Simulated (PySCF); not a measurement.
Run record for `[Cl][Ga]1[CH2]CC[CH2]1`: LDA/ANO-RCC-VDZP, IEF-PCM dimethylsulfoxide, grid level 3, TDA, 12 singlets.

Method: TDA LDA/ANO-RCC-VDZP, vertical, IEF-PCM dimethylsulfoxide (non-equilibrium linear response), core orbitals frozen in the response (PySCF 2.14.0, density-fitted response routines). Geometry: GFN2-xTB. The command runs a driver script over a list of jobs; the input below is this job's line of settings and its coordinates in Å.

Command:
```bash
OMP_NUM_THREADS=1 python probes_run.py task.json out
```

Input:
```
{"job": {"kind": "uv", "xc": "LDA", "basis": "ANO-RCC-VDZP", "solvent": "dimethylsulfoxide", "nstates": 12, "ntriplets": 0, "tda": true, "grid": 3}, "charge": 0, "multiplicity": 1}
Cl     0.786673     3.733401     0.218909
Ga     0.349051     1.675741     0.104545
C     -1.420530     0.601026     0.016449
C     -0.853274    -0.749940    -0.422062
C      0.472546    -1.071088     0.305300
C      1.541419    -0.015451     0.019600
H     -2.159781     0.980032    -0.692796
H     -1.910856     0.515643     0.991223
H     -1.565229    -1.554757    -0.223795
H     -0.655455    -0.731438    -1.498546
H      0.809745    -2.063708    -0.002810
H      0.271652    -1.101031     1.380832
H      1.982049    -0.166730    -0.970835
H      2.351310    -0.052171     0.751820
```

Output:
```
coarse grid: 54232 points
cycle   1  E = -2524.6569560274  dE =  4.213e-01  |g| = 1.098e+00  |ddm| = 5.022e+00
cycle   2  E = -2524.1413818921  dE =  5.156e-01  |g| = 2.012e+00  |ddm| = 3.076e+00
cycle   3  E = -2524.8597840823  dE = -7.184e-01  |g| = 1.216e-01  |ddm| = 2.270e+00
cycle   4  E = -2524.8626520411  dE = -2.868e-03  |g| = 7.928e-02  |ddm| = 2.838e-01
cycle   5  E = -2524.8643764561  dE = -1.724e-03  |g| = 1.875e-02  |ddm| = 1.100e-01
cycle   6  E = -2524.8644506983  dE = -7.424e-05  |g| = 4.222e-03  |ddm| = 2.196e-02
cycle   7  E = -2524.8644549617  dE = -4.263e-06  |g| = 7.406e-04  |ddm| = 4.939e-03
final grid: 174720 points
cycle   8  E = -2524.8645801166  dE =  1.338e-07  |g| = 1.064e-03  |ddm| = 2.730e-03
cycle   9  E = -2524.8645795202  dE =  5.964e-07  |g| = 1.759e-03  |ddm| = 3.541e-03
cycle  10  E = -2524.8645804822  dE = -9.620e-07  |g| = 2.437e-04  |ddm| = 2.344e-03
cycle  11  E = -2524.8645804949  dE = -1.272e-08  |g| = 3.713e-05  |ddm| = 3.071e-04
cycle  12  E = -2524.8645804953  dE = -3.647e-10  |g| = 9.546e-06  |ddm| = 5.328e-05
converged SCF energy = -2524.8645804953

Static polarisability (au): isotropic 113.890, principal 84.383 105.330 151.958

Singlet excitations
state   eV       nm        f      main configurations
  1   3.9662    312.6   0.00043   H->L 1.00
  2   5.1460    240.9   0.07916   H->L+1 0.93
  3   5.6673    218.8   0.02277   H-1->L 0.95
  4   5.6958    217.7   0.01502   H-2->L 0.94
  5   5.8022    213.7   0.00058   H->L+2 0.94
  6   6.2656    197.9   0.00333   H-3->L 0.43, H-4->L 0.34, H->L+3 0.14
  7   6.2701    197.7   0.00580   H->L+3 0.48, H-1->L+1 0.26, H-4->L 0.21
  8   6.4094    193.4   0.00358   H-2->L+1 0.95
  9   6.4445    192.4   0.04208   H-1->L+1 0.29, H->L+3 0.29, H-3->L 0.15
 10   6.4503    192.2   0.00806   H-5->L 0.95
 11   6.4958    190.9   0.00004   H-6->L 0.94
 12   6.6139    187.5   0.00002   H->L+4 0.93
```

The SCF starts on a coarse grid where the log names one; the energy can jump when the final grid takes over, and dE then counts from the start density on the new grid. H and L stand for HOMO and LUMO; the number after each pair is its weight.

Which computed singlet has the largest oscillator strength, and what do all of them sum to?

State 2 at 5.15 eV (241 nm), f = 0.079; the 12 states sum to 0.181.

Give the mean polarisability as a volume in Å³, and the ratio of the largest to the smallest principal value.

113.890 au × 0.148185 = 16.88 Å³; 151.958/84.383 = 1.80.

In short: SCF converged in 12 cycles with 141 basis and 1056 fitting functions; HOMO -5.68 eV, LUMO -1.84 eV; lowest singlet 3.97 eV; mean polarisability 113.9 au.

ANO-RCC sets were contracted for a scalar-relativistic Hamiltonian, but ran non-relativistically here. One conformer (not necessarily the lowest) at the GFN2-xTB geometry, without vibrations or thermal averaging. The basis is contracted for a relativistic Hamiltonian, but the run is non-relativistic. The LDA/ANO-RCC-VDZP calculation is non-relativistic and has no spin–orbit coupling, an omission that weighs most on gallium.

Cost: about 30 s of CPU time on one thread; the machine was shared, so the figure is rough.
